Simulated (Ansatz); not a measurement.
Input file for `CC(=O)O[Si](Cl)(Cl)OC(C)=O`:

```yaml
crystal:
  periodic: [false, false, false]
  atoms:
    - {symbol: C, position_ang: [1.892177, -1.972596, -1.222430]}
    - {symbol: C, position_ang: [0.747505, -1.019728, -1.176041]}
    - {symbol: O, position_ang: [-0.414423, -1.304781, -1.153485]}
    - {symbol: O, position_ang: [1.175277, 0.270584, -1.148924]}
    - {symbol: Si, position_ang: [0.185622, 1.562127, -0.909158]}
    - {symbol: Cl, position_ang: [1.398439, 3.080940, -0.369826]}
    - {symbol: Cl, position_ang: [-0.790729, 2.034669, -2.609705]}
    - {symbol: O, position_ang: [-0.984802, 1.326532, 0.221658]}
    - {symbol: C, position_ang: [-0.792182, 0.658830, 1.390246]}
    - {symbol: C, position_ang: [-2.076557, 0.449555, 2.116247]}
    - {symbol: O, position_ang: [0.291863, 0.296360, 1.744126]}
    - {symbol: H, position_ang: [2.474260, -1.865743, -0.304301]}
    - {symbol: H, position_ang: [2.550896, -1.723611, -2.055971]}
    - {symbol: H, position_ang: [1.523021, -2.990409, -1.315911]}
    - {symbol: H, position_ang: [-2.588983, 1.403679, 2.249657]}
    - {symbol: H, position_ang: [-1.886276, -0.021342, 3.076990]}
    - {symbol: H, position_ang: [-2.723907, -0.185266, 1.507030]}
basis:
  gaussian: {orbitals: def2-SVP}
correlation: {method: ccsd_t}
```

```sh
$ ansatz run in.yaml --threads 4 --pin off --events-out ev --progress --plain --max-ram 46080MiB --backend cuda --devices 0, --max-vram 37GiB
```

Log, shortened:

```
Functional definition: HF
1890 factors; integrals over basis functions are off by at most 1.5e-3 eV
mean field evaluation 1: about -45214.0003 eV, gradient 6.0e1 eV
mean field evaluation 2: about -45214.0132 eV, gradient 6.0e1 eV
mean field evaluation 4: about -45221.5984 eV, gradient 5.8e0 eV
mean field evaluation 8: about -45221.7196 eV, gradient 6.4e-1 eV
mean field -45221.72274024 eV, -1661.8676583194 hartree, gradient 3.3e-6 eV, S^2 0.000000; 0 other end points of the search recorded, 0 dependent functions left out
23 core orbitals not correlated: weight in the atoms' cores, before any rotation towards them, 1.000 or more for the frozen orbitals, at most 0.000 for the correlated occupied ones
reference -45221.72274024 eV, -1661.8676583194 hartree; 32, 32 occupied and 141, 141 virtual orbitals, 1890 factors
second order -43.52311992 eV of doubles, -0.00000000 eV of singles
cycle   1  -43.96952066 eV  change   -4.5e-1 eV  update   1.6e-1
cycle   2  -45.06724578 eV  change    -1.1e0 eV  update   4.7e-2
cycle   3  -45.35018312 eV  change   -2.8e-1 eV  update   2.5e-2
cycle   4  -45.33359376 eV  change    1.7e-2 eV  update   5.8e-3
cycle   5  -45.33081304 eV  change    2.8e-3 eV  update   2.4e-3
cycle   6  -45.33166018 eV  change   -8.5e-4 eV  update   6.7e-4
cycle   7  -45.33120411 eV  change    4.6e-4 eV  update   2.5e-4
cycle   8  -45.33107937 eV  change    1.2e-4 eV  update   7.6e-5
cycle   9  -45.33113776 eV  change   -5.8e-5 eV  update   2.9e-5
perturbative correction -1.34909093 eV, -0.0495781774 hartree
Total energy: -45268.40296894 eV, -1663.5831250829 hartree
```

Run time 3.2 s (4 threads of an AMD EPYC 7R13 on a shared host and a share of an NVIDIA H100 80 GB); peak host memory 0.79 GiB.

Correlation energy per correlated electron: -0.729 eV. T1 diagnostic: 0.0139.
